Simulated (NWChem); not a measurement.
System: BSi₂H₇; SMILES [SiH3]B[SiH3]

NWChem printed, in part:

```
             Northwest Computational Chemistry Package (NWChem) 7.3.0
             --------------------------------------------------------

 C2  symmetry detected

                             Geometry "geometry" -> ""
                             -------------------------

 Output coordinates in angstroms (scale by  1.889725989 to convert to a.u.)

  No.       Tag          Charge          X              Y              Z
 ---- ---------------- ---------- -------------- -------------- --------------
    1 B                    5.0000     0.00000000     0.00000000    -0.82189028
    2 H                    1.0000     0.00000000     0.00000000    -2.03237252
    3 Si                  14.0000    -1.77008409    -0.00314529     0.13609230
    4 H                    1.0000    -2.14626128     1.44999205     0.23295460
    5 H                    1.0000    -1.70121286    -0.54202945     1.53070207
    6 H                    1.0000    -2.86588259    -0.71021897    -0.59803690
    7 Si                  14.0000     1.77008409     0.00314529     0.13609230
    8 H                    1.0000     1.70121286     0.54202945     1.53070207
    9 H                    1.0000     2.86588259     0.71021897    -0.59803690
   10 H                    1.0000     2.14626128    -1.44999205     0.23295460

 Effective nuclear repulsion energy (a.u.)     122.5051541816

      Symmetry information
      --------------------

 Group name             C2
 Group number              4
 Group order               2
 No. of unique centers     6

  pbe96 is a nonlocal functional; adding pw91lda local functional.

                                 NWChem DFT Module
                                 -----------------

 Summary of "ao basis" -> "ao basis" (spherical)
 ------------------------------------------------------------------------------
       Tag                 Description            Shells   Functions and Types
 ---------------- ------------------------------  ------  ---------------------
 B                         def2-svpd                 8       20   4s2p2d
 H                         def2-svpd                 4        8   2s2p
 Si                        def2-svpd                10       24   5s3p2d

      Symmetry analysis of basis
      --------------------------

        a          64
        b          60

[...]

                                NWChem TDDFT Module
                                -------------------

            General Information
            -------------------
           No. of orbitals :     248
            Alpha orbitals :     124
             Beta orbitals :     124
        Alpha frozen cores :       0
         Beta frozen cores :       0
     Alpha frozen virtuals :       0
      Beta frozen virtuals :       0
         Spin multiplicity :       1
    Number of AO functions :     124
        Use of symmetry is : off
      Symmetry adaption is : on
         Schwarz screening :  0.10D-07

              XC Information
              --------------
   PerdewBurkeErnzerhof Exchange Functional   1.00
     Perdew 1991 LDA Correlation Functional   1.00 local
    PerdewBurkeErnz. Correlation Functional   1.00 non-local

             TDDFT Information
             -----------------
          Calculation type : Tamm-Dancoff TDDFT
         Wavefunction type : Restricted singlets
          No. of electrons :      40
           Alpha electrons :      20
            Beta electrons :      20
              No. of roots :       6
          Max subspacesize :    5200
            Max iterations :     100
               Target root :       1
           Target symmetry : none
      Symmetry restriction : off
                 Algorithm : Optimal
        Davidson threshold :  0.10D-03

    6 smallest eigenvalue differences (eV)
--------------------------------------------------------
  No. Spin  Occ  Vir  Irrep   E(Occ)    E(Vir)   E(Diff)
--------------------------------------------------------
    1    1   20   21 a        -0.253    -0.139     3.085
    2    1   19   21 b        -0.278    -0.139     3.772
    3    1   18   21 a        -0.306    -0.139     4.540
    4    1   17   21 b        -0.309    -0.139     4.625
    5    1   16   21 a        -0.319    -0.139     4.876
    6    1   15   21 b        -0.325    -0.139     5.039
--------------------------------------------------------

  Entering Davidson iterations
  Restricted singlet excited states

  Iter   NTrls   NConv    DeltaV     DeltaE      Time
  ----  ------  ------  ---------  ---------  ---------
    1      6       0     0.10E+00   0.10+100       13.5
    2     12       0     0.16E-01   0.19E-01       11.9
    3     18       0     0.20E-02   0.42E-03       11.6
    4     24       2     0.35E-03   0.71E-05       10.3
    5     28       6     0.52E-04   0.25E-06        9.2
  ----  ------  ------  ---------  ---------  ---------
  Convergence criterion met

  Ground state a        -607.417267017288 a.u.

  ----------------------------------------------------------------------------
  Root   1 singlet a              0.124256196 a.u.                3.3812 eV
  ----------------------------------------------------------------------------
     Transition Moments    X -0.00000   Y  0.00000   Z -0.06632
     Dipole Oscillator Strength                    0.0003643682
     Electric Quadrupole                           0.0000000515
     Magnetic Dipole                               0.0000008789
     Total Oscillator Strength                     0.0003652986

[...]
```

Level: PBE/def2-SVPD, TDA. Geometry: optimised at PBE0/def2-SVP.

Q: Write an input that gives this output.

A: One answer among several that fit: the input that was run:
```
start job
memory heap 200 mb stack 900 mb global 1100 mb
geometry units angstroms noautoz
  B     -0.753472    -0.000545     0.298301
  H     -1.883291    -0.008171     0.732718
  Si     0.117443    -1.762112    -0.136817
  H      0.724250    -2.211598     1.164059
  H      1.226782    -1.657035    -1.136013
  H     -0.835089    -2.824863    -0.587288
  Si     0.163865     1.773048     0.045718
  H      1.657995     1.685537     0.044221
  H     -0.254174     2.826790     1.022722
  H     -0.262158     2.223307    -1.324771
end
basis spherical
  * library def2-svpd
end
dft
  xc xpbe96 cpbe96
  iterations 150
end
tddft
  cis
  nroots 6
  notriplet
end
task tddft energy
```
